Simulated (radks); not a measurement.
Results of a calculation; reference values are marked as such.
Species: W34+. Configuration: [Kr] 4d4.

Level of theory: scalar-relativistic Kohn-Sham, LDA (Slater exchange, VWN5 correlation), spin-polarised, spherical densities, finite nucleus; open shells are filled with parallel spins first (spin-orbit coupling, left out, can overturn this in heavy ions); Fermi nuclear charge, rms radius 5.3658 fm (a radial shooting solver on a logarithmic mesh with Libxc functionals).

Energy parts (eV):
part                      energy
total                 -421400.90
kinetic                465878.34
electron-nucleus      -983594.82
Hartree                103340.20
exchange-correlation    -7024.62

Orbitals (lengths in bohr, moments of r in powers of bohr; <r^-3> diverges for s and p1/2; r(90%) holds 90 % of the orbital's charge):
| orbital | occ. | eigenvalue (eV) | <1/r> | r(90%) | <r^-3> |
|---|---|---|---|---|---|
| 1s up | 1 | -70789.71 | 86.97 | 0.0334 | - |
| 1s down | 1 | -70789.52 | 86.97 | 0.0334 | - |
| 2s up | 1 | -13367.62 | 20.34 | 0.120 | - |
| 2s down | 1 | -13363.46 | 20.34 | 0.120 | - |
| 2p up | 3 | -11871.29 | 18.44 | 0.113 | 19730 |
| 2p down | 3 | -11867.79 | 18.45 | 0.113 | 19740 |
| 3s up | 1 | -4115.017 | 7.594 | 0.292 | - |
| 3s down | 1 | -4112.137 | 7.597 | 0.292 | - |
| 3p up | 3 | -3671.072 | 7.024 | 0.298 | 4487 |
| 3p down | 3 | -3668.023 | 7.027 | 0.297 | 4490 |
| 3d up | 5 | -3167.073 | 6.638 | 0.279 | 577.7 |
| 3d down | 5 | -3163.245 | 6.638 | 0.279 | 577.7 |
| 4s up | 1 | -1781.938 | 3.561 | 0.584 | - |
| 4s down | 1 | -1771.825 | 3.559 | 0.584 | - |
| 4p up | 3 | -1620.150 | 3.323 | 0.608 | 1360 |
| 4p down | 3 | -1610.182 | 3.319 | 0.609 | 1357 |
| 4d up | 4 | -1425.136 | 3.105 | 0.622 | 168.1 |
| 4d down | 0 | -1415.186 | 3.102 | 0.623 | 167.9 |

The highest occupied level is 4d up at -1425.1 eV. The electron density at the nucleus is 1.511e+06 e/bohr^3 (large components only). The density falls to 0.001 e/bohr^3 at r = 1.13 bohr. Spin moment in Bohr magnetons: 4. The spin density at the nucleus is -32.70 e/bohr^3 (1s -5.26, 2s -22.29, 3s -12.02, 4s 6.88). Summed over all electrons, <r^2> = 3.241 bohr^2, which gives a Langevin (diamagnetic) susceptibility term of -2.57 x 10^-6 cm^3/mol. For comparison, the ionisation energy in NIST's Atomic Spectra Database is 1460 eV (semi-empirical). In exact Kohn-Sham theory the highest level is minus the ionisation energy, but local and semilocal functionals leave it too shallow, through self-interaction and a potential that decays too fast; potentials with the right tail come closer.
